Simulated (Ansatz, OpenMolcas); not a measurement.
The same job for OpenMolcas

Ansatz 0.2.0 runs this on doublet [As2]−:

molecule.yaml:
```yaml
crystal:
  periodic: [false, false, false]
  atoms:
    - {symbol: As, position_ang: [0.000000, -0.000000, 0.002480]}
    - {symbol: As, position_ang: [-0.000000, 0.000000, 2.091490]}
basis:
  gaussian: {orbitals: def2-TZVPPD.json}
total_charge: -1
magnetization: {spin_polarized: true, initial_magnetization: 1}
hamiltonian: {xc: pbe}
accuracy: high
output: {orbitals: {seedname: orbitals}}
```

```bash
$ ansatz run molecule.yaml --threads 1 --pin off --max-ram 3480MiB --events-out events.jsonl --progress --plain --runs-dir runs
```

(Basis files named in the input come from the Basis Set Exchange and aren't shown.)

The shape is that of a PBE0-D4/def2-TZVP optimisation. That shape belongs to the parent species and isn't relaxed for this state.

The HOMO lies above zero, from self-interaction, a short basis or an unbound electron.

It gives a total energy of -4471.117903 Eh.

Q: Translate the job to OpenMolcas 26.06 as an input file of the program's own.

A: One way, which was run:

test.input:
```
>>> EXPORT MOLCAS_PRINT=2

&GATEWAY
 BasLib
 $CurrDir
 Coord
 2
 angstrom
 As       0.000000       0.000000       0.002480
 As       0.000000       0.000000       2.091490
 Basis
 def2-TZVPPD
 Group
 NoSym

&SEWARD
 GridInput
 Grid=UltraFine
 End of Grid

&SCF
 UHF
 Charge
 -1
 Spin
 2
 KSDFT
 PBE
 Thresholds
 1e-10 1e-07 1e-07 1e-05
 PrOrbitals
 1 2
```

```bash
$ export MOLCAS_MEM=1860
$ pymolcas test.input > test.log
```

(Basis files named in the input come from the Basis Set Exchange and aren't shown.)

Its energy is -4471.117917 Eh, 0.014 mEh from the first.
